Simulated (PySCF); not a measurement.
Compound: C3H11FSi2.
Numbering: `[CH3:1][CH2:2][SiH2:3][C@@H:4]([F:5])[SiH3:6]` (hydrogens: H7, H8, H9 on C1; H10, H11 on C2; H12, H13 on Si3; H14 on C4; H15, H16, H17 on Si6)

A GFN2-xTB structure was refined with PBE0-D3(BJ)/def2-SVP geometry optimisation, gas phase (PySCF). Its GFN2-xTB values:

| coordinate | GFN2-xTB |
| --- | --- |
| C1–C2 | 1.525 Å |
| C1–H7 | 1.089 Å |
| C2–Si3 | 1.898 Å |
| C2–H10 | 1.092 Å |
| C2–H11 | 1.092 Å |
| Si3–C4 | 1.920 Å |
| Si3–H12 | 1.469 Å |
| Si3–H13 | 1.467 Å |
| C4–F5 | 1.405 Å |
| C4–Si6 | 1.915 Å |
| C4–H14 | 1.095 Å |
| Si6–H15 | 1.462 Å |
| Si6–H17 | 1.463 Å |
| C1–C2–Si3 | 112.6° |
| C2–Si3–C4 | 109.6° |
| Si3–C4–F5 | 107.5° |
| Si3–C4–Si6 | 118.7° |
| F5–C4–Si6 | 107.5° |
| C1–C2–Si3–C4 | 179° |
| C2–Si3–C4–F5 | -69° |

How do these coordinates change at the PBE0-D3(BJ)/def2-SVP level?

| coordinate | PBE0-D3(BJ)/def2-SVP (Å or °) | change |
| --- | --- | --- |
| Si6–H17 | 1.495 | +0.032 |
| Si6–H15 | 1.493 | +0.031 |
| Si3–H12 | 1.498 | +0.029 |
| Si3–H13 | 1.496 | +0.029 |
| C2–Si3 | 1.881 | -0.017 |
| C4–Si6 | 1.900 | -0.015 |
| Si3–C4 | 1.906 | -0.014 |
| C2–H11 | 1.104 | +0.012 |
| C1–H7 | 1.101 | +0.012 |
| C2–H10 | 1.104 | +0.012 |
| C4–H14 | 1.107 | +0.012 |
| C4–F5 | 1.404 | -0.001 |
| C1–C2 | 1.525 | 0.000 |
| C1–C2–Si3 | 115.0 | +2.4 |
| Si3–C4–Si6 | 116.3 | -2.4 |
| F5–C4–Si6 | 108.5 | +1.0 |
| Si3–C4–F5 | 107.1 | -0.4 |
| C2–Si3–C4 | 109.4 | -0.2 |
| C2–Si3–C4–F5 | -60 | +9 |
| C1–C2–Si3–C4 | 172 | -7 |

The energy falls by 10.4 kJ/mol over 8 energy and gradient evaluations, the largest force component goes from 0.0223 to 3.8e-04 Eh/bohr, and the atoms move by 0.136 Å rms after alignment. Among the bonds, Si6–H15 and Si6–H17 change most and about equally (+0.031 to +0.032 Å). Bonds longer at the end by more than 0.005 Å: 11 of 16; shorter: 3. Rotational constants go from 3340, 1133, 1011 to 3403, 1131, 1036 MHz.

The run used 147 basis functions and 48 SCF cycles in all. Time: 74 s of wall time. Hardware: one thread of an Arm Neoverse V1, shared host.

No PBE0-D3(BJ)/def2-SVP frequencies stand behind this structure, so it isn't proved a minimum. One conformer, not necessarily the lowest.

Shape of the structure used: `[CH3:1][CH2:2][SiH2:3][C@@H:4]([F:5])[SiH3:6]`: C1–C2–Si3–C4 172°, C2–Si3–C4–F5 -60°.
